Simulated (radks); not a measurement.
Problem. Coherent X-ray form factor from a spherical all-electron density. All-electron calculation, scalar-relativistic Kohn-Sham, PBE, spin-unpolarised, spherical densities, finite nucleus; Fermi nuclear charge, rms radius of each element as measured or else 0.836 A^(1/3) + 0.57 fm. Program: a radial shooting solver on a logarithmic mesh with Libxc functionals.

sin(theta)/lambda (1/angstrom),f0 (electrons)
0.05,38.595
0.1,37.443
0.15,35.714
0.2,33.629
0.25,31.407
0.3,29.220
0.4,25.352
0.5,22.335
0.6,20.012
0.8,16.444
1,13.447
1.25,10.347
1.5,8.160
2,5.944

The species is in the configuration that NIST lists as its ground one. Which atom or ion scatters so?

Solution. The technetium ion Tc4+, [Kr] 4d3. Extrapolating in s^2 from the first two rows gives f0(0) = 39.0, near the electron count 39; among species with that count, the fall with angle is slower the higher Z, and the table is that of Z = 43; from so few rows the species is fixed only to a neighbour or two.
